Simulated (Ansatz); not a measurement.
CH₅NO₂SW (`C[O][W]([NH2])(=[O])=[S]`). Total charge 0; spin multiplicity 1. Correlated methods include outer-core shells of W, which these sets cover unevenly. W takes the def2 core potential.

| atom | x (Å) | y (Å) | z (Å) |
| --- | --- | --- | --- |
| C1 | 1.764 | -0.043 | -1.110 |
| O2 | 0.753 | -0.661 | -0.351 |
| W3 | -1.032 | -0.396 | 0.092 |
| N4 | -1.197 | 0.435 | 1.830 |
| O5 | -1.798 | -1.913 | 0.177 |
| S6 | -1.928 | 0.889 | -1.370 |
| H7 | 1.329 | 0.587 | -1.890 |
| H8 | 2.390 | 0.572 | -0.457 |
| H9 | 2.382 | -0.819 | -1.568 |
| H10 | -1.419 | -0.083 | 2.666 |
| H11 | -1.242 | 1.431 | 1.982 |

**Question.** Give the diagnostics of a CCSD(T)/def2-TZVPP run (frozen core, the Gaussian-basis code of Ansatz). (Best estimate.)

**Answer.** The calculation gave: T1 = 0.0216, largest single amplitude 0.044, largest double 0.063, (T) share of the correlation energy 5.4 %, 14 CCSD cycles. The RHF solution is stable towards an unrestricted one. T1 lies over the customary mark of 0.02 for closed shells; compounds of d metals often pass it without a breakdown.
